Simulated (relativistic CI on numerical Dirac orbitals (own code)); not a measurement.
## Crystal-field levels of Ni⁴⁺, 3d6

Calculated by Dirac-Coulomb-Breit CI, orbitals from a KLI potential per configuration, a model potential for QED, valence Slater integrals scaled by 0.9, one configuration in a parametric crystal field (own radial code). With so little scaling, terms lie 10 to 35 % too far apart, which can change the order of excited levels.

Field parameters in Wybourne normalisation: D3d B²₀ = −7Dσ, B⁴₀ = −14Dq − 21Dτ, B⁴₃ = −14√(10/7) Dq. The field is a parameter set, without covalency.

S is read from ⟨S²⟩ = S(S + 1).

Levels (cm⁻¹, degeneracy): 0 (2), 176 (1), 252 (1), 424 (2), 632 (2), 849 (1), 853 (1), 3520 (1), 3530 (2), 3554 (2), 13366 (1), 14788 (2).

(1) Which field gives this pattern?
A. D3d, 10Dq = 16000, Dσ = -980, Dτ = -210 cm⁻¹
B. D3d, 10Dq = 16000, Dσ = 110, Dτ = -210 cm⁻¹
C. D3d, 10Dq = 16000, Dσ = 550, Dτ = -210 cm⁻¹
D. D3d, 10Dq = 16000, Dσ = -550, Dτ = -210 cm⁻¹

Answers

(1) D. D3d, 10Dq = 16000, Dσ = -550, Dτ = -210 cm⁻¹, ground level with S = 2.00.
